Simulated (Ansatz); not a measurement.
Basis-set extrapolation for C₄H₃F₃O₂, SMILES `O=C(/C=C/O)C(F)(F)F` (PBE0-D4/def2-TZVP geometry, frozen core, Ansatz). Multiplicity 1, RHF reference.

|  | def2-TZVPP | def2-QZVPP |
| --- | --- | --- |
| HF | -601.502133 | -601.527950 |
| MP2 correlation | -1.823821 | -1.974726 |
| CCSD(T) correlation | -1.910670 | not run |

Energies in hartree. Use E(X) = E(∞) + A·exp(−7.88·√X) for Hartree–Fock and E(X) = E(∞) + B·X^(−2.97) for correlation, with X = 3 and 4, and add CCSD(T) minus MP2 of the smaller set to the MP2 limit.

**Question.** What is the CCSD(T) energy at the basis-set limit?

**Answer.** HF limit: -601.527950 + (-0.025817) × 0.13774 = -601.53151. MP2 limit: -1.974726 + (-0.150905) × 0.74074 = -2.08651. Higher-order term: -1.910670 − (-1.823821) = -0.08685. Total: -603.70487 hartree, 7.95 eV below CCSD(T)/def2-TZVPP.
